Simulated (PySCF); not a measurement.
Static response to an electric field

Species: C5H6NPS.
Atom-mapped SMILES: `[CH3:1][S:2][c:3]1[cH:4][n:5][cH:6][p:7][cH:8]1` (hydrogens: H9, H10, H11 on C1; H12 on C4; H13 on C6; H14 on C8)

Geometry (GFN2-xTB, Å), atoms numbered from 1 in this order:
```
atom  x, y, z in Å
C1    -2.6188   -0.0934    0.1953
S2    -1.4233   -1.2642   -0.5090
C3     0.1509   -0.5017   -0.2723
C4     0.3102    0.7400    0.3426
N5     1.4655    1.3398    0.5384
C6     2.6098    0.8221    0.1684
P7     2.8879   -0.7063   -0.6328
C8     1.2395   -1.2245   -0.7410
H9    -2.4301    0.0417    1.2563
H10   -2.5781    0.8511   -0.3392
H11   -3.5904   -0.5564    0.0510
H12   -0.5419    1.2967    0.7063
H13    3.4749    1.4367    0.3973
H14    1.0432   -2.1821   -1.2084
```

Level: PBE0/def2-SVPD (PySCF), static field, nuclei fixed, core orbitals frozen in the response. The polarisability tensor in these axes (au):

```
x   160.80   5.46  -5.89
y     5.46 101.31  16.00
z    -5.89  16.00  77.39
```

What are the eigenvalues, a third of the trace, and Δα (Δα² = ½Σ(αi − αj)² over the three pairs)?

Principal values 68.73, 109.23 and 161.54 au; mean 113.17 au = 16.77 Å³ = 18.66 × 10⁻⁴⁰ C²·m²/J; Δα = 80.60 au (71 % of the mean).

What is the dipole moment, and where does it point?

(-2.15, -0.06, 0.17) D, 2.16 D in size, pointing from the negative to the positive side. Measured along this direction, the outermost atoms are H13 at the negative end and H11 at the positive end.

Give the eigenvalues of the traceless quadrupole moment Θ = ½Σq(3rr − r²1), origin at the centre of nuclear charge.

-6.07, -4.07, 10.14 D·Å. The values depend on the origin, since the dipole doesn't vanish. The electronic extent ⟨r²⟩ about the same centre is 1458 bohr², a root-mean-square distance of 2.35 Å for the 74 electrons.

Give the principal axes and the span of the nuclei along them.

Largest value along (1.00, 0.08, -0.06), where the nuclei span 7.17 Å; middle along (-0.04, 0.89, 0.45), 4.03 Å; least along (0.08, -0.45, 0.89), 1.80 Å. The response follows the extents in order.

What would n − 1 = 2πNα be for an ideal gas of these molecules at 400 K and 1 atm, electronic part alone?

N = p/kT = 1.8347 × 10¹⁹ cm⁻³, so n − 1 = 2π × N × 16.77 × 10⁻²⁴ cm³ = 1933 × 10⁻⁶ at long wavelengths.

In TDDFT the mean static polarisability is Σ f/ω² over all singlet excitations (ω in hartree). How much of it do the 8 lowest give? Their energies (eV) and oscillator strengths: 3.67, 0.0045; 3.82, 0.0141; 4.17, 0.0003; 4.64, 0.1726; 5.35, 0.1676; 5.41, 0.0087; 5.48, 0.0001; 5.56, 0.1981.

They add up to 16.21 au, 14.3 % of the 113.17 au; the largest single term is 5.93 au, from the state at 4.64 eV. Terms in order: 0.25, 0.72, 0.01, 5.93, 4.34, 0.22, 0.00, 4.74 au. Higher excitations give the rest. The strengths listed sum to 0.566.

The structure is a single GFN2-xTB conformer in the gas phase; no vibrational or solvent corrections.
